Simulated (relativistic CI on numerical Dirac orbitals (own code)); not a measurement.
# Ir²⁺: L2,3 absorption edge

Computed with this model: Dirac-Coulomb-Breit CI, orbitals from a KLI potential per configuration, model QED, multiplet model of core-to-valence dipole absorption, unscaled Slater integrals; configurations [Xe] 4f14 5d7 → [He] 2s2 2p5 3s2 3p6 3d10 4s2 4p6 4d10 4f14 5s2 5p6 5d8; 10 K; Lorentzian 3 eV and Gaussian 1 eV FWHM. Energies are those of the free ion, without screening or charge transfer. The branching ratio is the share of the lower-energy edge in the whole absorption, uncertain by about 0.02 where the edges overlap. S is read from ⟨S²⟩ = S(S + 1).

Field parameters in Wybourne normalisation: Oh B⁴₀ = 21Dq, B⁴₄ = √(5/14) B⁴₀. The field is a parameter set, without covalency.

free ion: ground-state S = 1.42, centroid 11300.30 eV, branching ratio 0.946. Peaks (eV, height): 11213.0 (100), 12823.0 (6).

Oh, 10Dq = 12450 cm⁻¹: ground-state S = 1.47, centroid 11375.42 eV, branching ratio 0.899. Peaks (eV, height): 11213.5 (100), 12824.0 (13).

Oh, 10Dq = 26350 cm⁻¹: ground-state S = 0.66, centroid 11463.08 eV, branching ratio 0.845. Peaks (eV, height): 11213.5 (100), 12824.0 (17).

Oh, 10Dq = 33300 cm⁻¹: ground-state S = 0.58, centroid 11511.84 eV, branching ratio 0.815. Peaks (eV, height): 11214.0 (100), 12824.5 (22).

Oh, 10Dq = 40250 cm⁻¹: ground-state S = 0.55, centroid 11544.01 eV, branching ratio 0.795. Peaks (eV, height): 11214.5 (100), 12824.5 (24).

The statistical ratio of this edge is 2/3 = 0.667. Values above it arise where the holes sit mainly in the j = l + 1/2 valence subshell or the ground state has high spin; values below it where core-valence Coulomb terms move weight to the upper edge, as in nearly empty shells. At deep edges of heavy elements the radial integrals of the two core levels differ, which raises the baseline.

Strongest unbroadened transitions for Oh, 10Dq = 12450 cm⁻¹:

| Energy (eV) | Relative strength |
| --- | --- |
| 11211.96 | 100.0 |
| 11212.26 | 19.0 |
| 11213.18 | 38.3 |
| 11213.21 | 48.6 |
| 11213.54 | 12.0 |
| 11213.66 | 6.2 |
| 11213.78 | 32.9 |
| 11213.84 | 84.3 |
| 11213.95 | 11.0 |
| 11214.05 | 5.0 |
| 11214.13 | 5.3 |
| 11215.10 | 11.1 |
| 11215.13 | 8.6 |
| 11215.71 | 4.7 |
| 12822.55 | 5.2 |
| 12823.66 | 12.5 |
| 12823.98 | 9.0 |
| 12824.22 | 15.0 |
